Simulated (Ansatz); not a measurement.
Species: C$_{2}$N (charge 0, doublet). It need not be the lowest isomer of its formula. 
Coordinates optimised at B3LYP-D3(BJ)/def2-TZVP (Ansatz, a quantum-chemistry and plane-wave program):
```xyz
3

C      0.0000     0.0000    -1.3700
C      0.0000     0.0000    -0.0026
N      0.0000     0.0000     1.1765
```
Charge 0, spin multiplicity 2.

Basis-set convergence of Hartree-Fock and CCSD(T) correlation energies (hartree) with Ansatz. Cores are frozen in the correlated levels unless marked. UHF or UKS for open shells. No spin-orbit coupling. Non-relativistic.

The UHF reference is spin-contaminated (<S^2> 0.57 over the pure value in the largest basis). The T1 diagnostic of CCSD in the largest basis is 0.079, which is high, so the coupled-cluster rows are less sure than usual.

```csv
basis,functions,E(HF),"E(corr, CCSD(T))"
cc-pVDZ,42,-130.03109,-0.38325
cc-pVTZ,90,-130.06088,-0.46261
cc-pVQZ,165,-130.06897,-0.48788
```

Extrapolating the two largest sets (X = 3 and 4) as X^-3: E(corr) = (64·(-0.48788) - 27·(-0.46261))/37 = -0.5063 Eh, an estimate of the basis-set limit. The largest set recovers 96.4 % of it, the smallest 75.7 %.
